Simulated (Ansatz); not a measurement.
Energy needed to pull apart HSe (SMILES [SeH]), doublet, into free ground-state atoms, from the structure below (displaced at random from a GFN2-xTB minimum); no zero-point or spin–orbit terms; open-shell atoms are treated unrestricted, in their ground-state multiplicity.

Se1  (-0.639, 0.255, -0.188)
H2  (0.568, -0.285, 0.301)
(Å)

Program: Ansatz 0.2.0. Basis: def2-TZVPP. Cores are frozen in the correlated methods; orbitals are unrestricted. Filled d shells of the heavier atoms are correlated. The def2 sets are not built for correlating such inner shells, so the correlated values are less sure here.

```csv
method,atomization energy (kcal/mol)
SPW92,89.7
PBE-D4,77.6
r2SCAN-D4,78.4
PBE0-D4,76.4
CAM-B3LYP-D4,?
wB97M-V,77.4
HF,51.5
MP2,?
CCSD,74.8
CCSD(T),75.8
```

Problem. What does CAM-B3LYP-D4 give? (To be estimated.)

Solution. The calculation gives: 78.2 kcal/mol, which is about 2.5 kcal/mol more than CCSD(T)/def2-TZVPP.

Problem. What does MP2 give? (Judge from chemistry; the value comes from the calculation.)

Solution. By the calculation: 73.5 kcal/mol, which is about 2.3 kcal/mol less than CCSD(T)/def2-TZVPP.

In triple zeta the MP2 and coupled-cluster atomization energies are still short of their basis limit by a few kcal/mol a bond, whereas those of the functionals are nearly converged, so these differences are not deviations from converged CCSD(T).

No T1 diagnostic of these runs exceeds 0.008. ⟨S²⟩ of the unrestricted Hartree–Fock references: 0.76 (a pure state has 0.75).

For scale, one of the runs: CCSD(T)/def2-TZVPP forces, 62 basis functions (an equivalent command: `ansatz run in.yaml --threads 4`). Hardware: 4 CPU threads, shared host. Wall time about 3.5 s.
